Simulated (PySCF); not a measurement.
**CrCl: energy against distance**

Set-up: PySCF, no relativity, basis sets Cr def2-TZVPP, Cl def2-TZVPP. Energies in eV from Cr (3d5 4s1) + Cl in their ground configurations at the same level. All curves are PBE0. state 1: ⁶Σ⁺ (sextet), unpaired electrons σ ↑, π ↑↑, δ ↑↑; state 2: ⁶Π (sextet), unpaired electrons σ ↑↑, π ↑, δ ↑↑, a second solution, started from another occupation; state 3: Ms = 1.5 determinant of mixed spin (⟨S²⟩ near 4.8), unpaired electrons σ ↓, π ↑↑, δ ↑↑, a second solution, started from another occupation; state 4: Ms = 0.5 determinant of mixed spin (⟨S²⟩ near 2.7), unpaired electrons σ ↑, π ↑↓, δ ↑↓, a mixture of terms (⟨Lz²⟩ = 3.1), a second solution, started from another occupation.

```
R (Å)  state 1  state 2  state 3  state 4
1.897   -2.875   -1.362   -1.480  -0.2312
1.985   -3.377   -1.923   -1.962  -0.6646
2.074   -3.648   -2.243   -2.208  -0.8750
2.140   -3.742   -2.367   -2.280  -0.9277
2.206   -3.767   -2.417   -2.281  -0.9142
2.272   -3.741   -2.411   -2.228  -0.8512
2.360   -3.648   -2.337   -2.098  -0.7124
2.471   -3.472   -2.177   -1.872  -0.4823
2.603   -3.213   -1.930   -1.553  -0.1640
2.780   -2.840   -1.574   -1.102   0.2777
```

Q: Put a parabola through the three lowest points of the state 1 curve and estimate Re, k and ωe (reduced mass 20.9 u; 1 eV/Å² = 0.16022 mdyn/Å; ωe = 1302.8·√(k/μ) cm⁻¹).

A: Through R = 2.14, 2.206, 2.272 Å the second-order coefficient is 5.85 eV/Å², so Re ≈ 2.205 Å, k ≈ 1.88 mdyn/Å and ωe ≈ 390 cm⁻¹. A polynomial fit of higher order to the unrounded PBE0 energies gives Re = 2.202 Å, k = 1.91 mdyn/Å, ωe = 394 cm⁻¹; anharmonicity and rounding make the difference.

The higher-order fit for each curve: state 1: Re = 2.202 Å, ωe = 394 cm⁻¹, De = 3.77 eV; state 2: Re = 2.229 Å, ωe = 389 cm⁻¹, minimum 2.42 eV below the ground-state fragments; state 3: Re = 2.173 Å, ωe = 428 cm⁻¹, minimum 2.29 eV below the ground-state fragments; state 4: Re = 2.157 Å, ωe = 426 cm⁻¹, minimum 0.93 eV below the ground-state fragments.

The metal atom is held in its measured ground configuration; semilocal functionals can put another filling of s and d lower by some tenths of an eV, and De to that atom would be smaller. ⟨S²⟩ of the unrestricted solution departs from its pure value on part of the curve, where spin states mix. The state is the lowest single determinant that the PBE0 search found; with open d or f shells the true ground state can be another one.
